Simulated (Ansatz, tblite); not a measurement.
Cost and result up the ladder for Ge(OEt)2Me2 (C₆H₁₆GeO₂) (25 atoms). Charge 0, multiplicity 1. Geometry: PBE-D4/def2-SVP.

```xyz
25

Ge    0.540   -0.793    0.532
O    -1.223   -1.147    0.510
C    -2.036   -0.611   -0.527
C    -3.498   -0.813   -0.159
H    -1.825    0.475   -0.671
H    -1.820   -1.114   -1.503
H    -4.165   -0.419   -0.954
H    -3.719   -1.891   -0.018
H    -3.734   -0.290    0.789
O     0.620    1.015    0.503
C     1.586    1.750   -0.227
C     1.042    3.142   -0.516
H     2.538    1.834    0.355
H     1.855    1.247   -1.189
H     1.794    3.760   -1.048
H     0.128    3.082   -1.143
H     0.771    3.654    0.430
C     1.422   -1.533   -1.059
H     2.514   -1.349   -1.035
H     1.006   -1.086   -1.983
H     1.248   -2.627   -1.087
C     1.154   -1.474    2.249
H     0.958   -2.561    2.319
H     0.605   -0.958    3.059
H     2.239   -1.293    2.374
```

Ansatz on 2 threads of AMD EPYC 7R13 on a shared host and a share (18 GiB) of an NVIDIA H100 80GB HBM3; xTB runs through tblite on one thread. Times are rough, summed over both states, and most runs start from the orbitals of an earlier one. PBE0-D4/def2-TZVP serves as the yardstick here, not as an exact answer. The other state is a triplet.

The xTB rows come from tblite.

xTB has no spin-polarisation term.

| level | functions | wall time |
| --- | --- | --- |
| GFN2-xTB | 57 | 0.029 s |
| GFN1-xTB | 73 | 0.05 s |
| PBE-D4/def2-TZVP | 392 | 4.6 s |
| r2SCAN-D4/def2-TZVP | 392 | 6.8 s |
| PBE0-D4/def2-TZVP (with forces) | 392 | 7.2 s |

(1) Estimate what each level gives for the vertical triplet (eV).

Results:

(1) 
| level | vertical triplet (eV) | difference from PBE0-D4/def2-TZVP (eV) |
| --- | --- | --- |
| GFN2-xTB | 7.14 | 0.45 |
| GFN1-xTB | 7.15 | 0.46 |
| PBE-D4/def2-TZVP | 5.88 | -0.81 |
| r2SCAN-D4/def2-TZVP | 6.37 | -0.32 |
| PBE0-D4/def2-TZVP (with forces) | 6.69 | 0.00 |
